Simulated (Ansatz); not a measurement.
## One elementary step

Start structure (SiH4Cl3O2F, closed shell), relaxed at PBE0-D4/def2-TZVP:

```
11
angstrom
Si -1.2744 0.9343 -0.9284
O 0.1976 0.7091 -1.5020
Cl -2.5350 1.2221 -2.4766
Cl -1.3953 2.4842 0.3731
Cl -1.9377 -0.7345 0.0959
H 1.7187 -0.3666 0.8406
F 2.0899 0.3578 0.3174
H 1.2225 -2.3755 1.3438
O 0.9410 -1.4788 1.5445
H 0.9617 0.6648 -0.8908
H 0.0111 -1.4168 1.2824
```

The step: SiHCl₃O ([OH][Si]([Cl])([Cl])[Cl]) + H₂O + HF → SiCl₃F ([F][Si]([Cl])([Cl])[Cl]) + H₂O + H₂O (still joined by a long Si–O bond); bonds formed: Si1–F7, O2–H8, H6–O9; bonds broken: H6–F7, H8–O9; bonds weakened to dative contacts: Si1–O2. Ansatz 0.2.0; basis: def2-TZVPP and def2-QZVPP; cores frozen in the correlated methods. Extrapolation: Hartree–Fock as exp(−7.88 √X), correlation as X^−2.97. Energies below are by CCSD(T) at an estimated basis limit (MP2 extrapolated from triple and quadruple zeta, plus CCSD(T) − MP2 in triple zeta).

(1) What are the electronic barrier and the energy of the step, from the start structure to the end structure? (Judge from chemistry; the value comes from the calculation.)

No T1 diagnostic of these runs exceeds 0.010.

Results:

(1) The calculation gives: Barrier 70.0 kJ/mol; step energy 37.0 kJ/mol (uphill); reverse barrier, their difference, 33.0 kJ/mol. Barrier and step energy count from the start structure, the reverse barrier from the end structure.

The saddle point: One imaginary mode of 250i cm⁻¹.
```csv
pair,start (Å),saddle (Å),end (Å)
Si1–F7,3.63,1.83,1.66
O2–H8,4.32,1.50,1.03
H6–O9,1.53,1.11,0.97
Si1–O2,1.60,1.70,1.82
H6–F7,0.97,1.24,2.04
H8–O9,0.96,1.03,1.51
```

Zero-point energy (harmonic, PBE0-D4): ZPE is 151.7 kJ/mol at the start and 150.6 kJ/mol at the saddle, so the barrier goes from 70.0 to 68.9 kJ/mol.

Steps of this kind, hydrogen fluoride cutting a network bond, underlie vapour etching and the fluorination step of atomic layer etching.

Labels in which every atom is bracketed show which atoms are joined, not bond orders.

For scale, one of the runs: CCSD(T)/def2-TZVPP, 317 basis functions, launched by `ansatz run in.yaml --threads 5 --pin off --events-out ev --progress --plain --max-ram 66560MiB --backend cuda --devices 0, --max-vram 37GiB`. Time: 21 s of wall clock on 5 CPU threads of an AMD EPYC 7R13 and a share of one NVIDIA H100; the host was shared. Peak host memory: 0.83 GiB.
